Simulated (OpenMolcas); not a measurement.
## Ta3+: ligand-field states by method

Ta3+ with 4 ligands (chloride) in tetrahedral coordination (Td) at 2.29 Å. A charge of +0.25 e stands 3.2 Å behind each ligand. Ligand basis ANO-RCC-VDZP.
```
Ta    0.0000    0.0000    0.0000
Cl    1.3221    1.3221    1.3221
Cl    1.3221   -1.3221   -1.3221
Cl   -1.3221    1.3221   -1.3221
Cl   -1.3221   -1.3221    1.3221
```

```yaml
Program: OpenMolcas
Basis: ANO-RCC-VTZP [8s7p5d3f2g1h]
Scalar_Hamiltonian: DKH2, point nucleus
Active_space: 2 electrons in 5 orbitals (5d)
State_averaging: 2S+1 = 3 even, 10 roots; 2S+1 = 1 even, 15 roots
Spin-orbit_coupling: RASSI with atomic mean-field integrals over the reference wave functions
```

I. CASSCF
II. SS-CASPT2, IPEA 0.25 Eh, imaginary shift 0.1 Eh (the 47 lowest orbitals frozen, all others correlated)

Spin-free states (labels of Td) in cm-1, each column counted from its own energy of the first state listed:

```
State  Degeneracy      I     II
  3A2           1      0      0
  3T2           3   8116   7940
   1E           2   8568   5930
  3T1           3  12523  11420
  1A1           1  14645  11500
  1T2           3  16664  13390
  1T1           3  17586  14950
  3T1           3  18567  17660
   1E           2  22432  20490
  1T2           3  26256  22930
  1A1           1  37829  29950
```

From I to II, I's first state of the same spin (3T2) moves from 8116 to 7940 cm-1, by about -180 cm-1.

From I to II, I's first state of another spin (1E) moves from 8568 to 5930 cm-1, by about -2600 cm-1.

χT at 300 K: I 0.49, II 0.47 cm3 K/mol.

The states above are spin-free; spin-orbit coupling is strong here and shifts and splits them by thousands of cm-1.

Roots that are degenerate in the reference are averaged as groups; the widest CASPT2 spread within a group is 390 cm-1 (the 3-fold group of multiplicity 1 near 14900 cm-1 above the lowest state of its run, II). Shifts and gaps below about the spread of the groups concerned are not significant. Over all roots computed the reference weight is 0.72 to 0.74 in II; a low but even weight reflects the number of correlated electrons. The least metal-like active orbital is 69 % on the metal (Löwdin) and no ligand orbital is active, so the numbers are rough. Ligand-to-metal charge-transfer states are missing. With no ligand orbital active B as a rule stays too high, so bands that hang on it stand too high and its fall with covalency is understated. Without dynamic correlation the repulsion within the d shell is too large (B by tens of per cent), so at a given field states of lower spin stand too high (holds for I). With metal d orbitals alone the field can be off either way by tens of per cent (holds for I). These CASPT2 states fit no ligand-field parameters well, so their order and spin gaps are uncertain (holds for II). With one d shell and no ligand orbital active, 10Dq can be off by a tenth or more (holds for II). The distance lies 3 % under the 2.35 Å that this model takes as the normal distance (a Shannon-type radius plus a fixed donor radius); by an R⁻⁵ law this alone changes a d-shell field by about +14 %. No measured value stands beside these numbers; the geometry is a model, was not optimised and need not be the one that this ion takes.
